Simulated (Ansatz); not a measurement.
Consider the redistribution: `N[SiH2]O[SiH2]N` + `F[SiH]([SiH3])Cl` → `N[SiH2]O[SiH2][SiH3]` + `N[SiH](F)Cl`.

Program: Ansatz. Geometries: PBE0-D4/def2-TZVP. ΔE: electronic, gas phase. CCSD(T)/CBS is the MP2 limit (def2-TZVPP, def2-QZVPP) plus CCSD(T) − MP2 in def2-TZVPP, frozen cores. One conformer a species, not always the lowest.

`N[SiH2]O[SiH2]N`:

```xyz
13

N    -0.463   -1.936    1.904
Si   -0.916   -1.370    0.361
O    -0.088   -0.056   -0.150
Si    0.212    1.129   -1.236
N     1.395    2.254   -0.748
H     0.399   -2.437    2.041
H    -0.740   -1.447    2.739
H    -2.353   -1.008    0.431
H    -0.665   -2.472   -0.600
H    -1.048    1.883   -1.452
H     0.701    0.493   -2.484
H     2.373    2.014   -0.753
H     1.192    2.954   -0.054
```

`F[SiH]([SiH3])Cl`:

Cartesian coordinates in Å:
```
F 0.543 -1.949 -0.992
Si 0.677 -0.368 -0.819
Si -0.847 0.388 0.786
Cl 2.579 0.037 -0.174
H 0.532 0.233 -2.165
H -2.236 0.078 0.355
H -0.687 1.858 0.926
H -0.560 -0.277 2.083
```

`N[SiH2]O[SiH2][SiH3]`:

Z-matrix (Å, degrees):
```
Si
O 1 1.640
N 1 1.704 2 114.4
H 1 1.482 2 106.9 3 119.6
H 1 1.482 2 107.0 3 -119.5
Si 2 1.637 1 142.8 3 1.6
H 3 1.005 1 123.6 2 85.3
H 3 1.005 1 123.4 2 -86.2
Si 6 2.347 2 112.6 1 -1.4
H 6 1.489 2 109.0 1 -122.6
H 6 1.489 2 109.1 1 119.9
H 9 1.489 6 111.9 2 61.4
H 9 1.491 6 108.5 2 -179.7
H 9 1.489 6 111.9 2 -60.8
```

`N[SiH](F)Cl`:

Z-matrix (Å, degrees):
```
Si
F 1 1.593
Cl 1 2.039 2 105.8
N 1 1.685 2 114.5 3 -118.7
H 1 1.471 2 106.2 3 118.7
H 4 1.006 1 122.2 2 81.4
H 4 1.006 1 121.7 2 -76.3
```

```csv
species,CCSD(T)/CBS(def2) energy (Eh)
`N[SiH2]O[SiH2]N`,-767.71242
`F[SiH]([SiH3])Cl`,-1140.23962
`N[SiH2]O[SiH2][SiH3]`,-1002.64080
`N[SiH](F)Cl`,-905.31614
```

Question: Work out ΔE.

Answer: ΔE = (-1002.64080) + (-905.31614) − (-767.71242) − (-1140.23962) = -0.00490 Eh = -0.13 eV.

Largest T1 diagnostic among the species: 0.012.

In def2-TZVPP, CCSD(T) changes the Hartree–Fock value by −0.07 eV (the triples alone add −0.01 eV) and MP2 by −0.07 eV. The D4 term adds −0.08 eV with B3LYP and −0.05 eV with PBE0; it sums over pairs of atoms, weighted by their polarisabilities, and B3LYP, whose exchange is more repulsive, gets the larger term.

B3LYP here is the variant with VWN-RPA as its local correlation; programs differ in this.
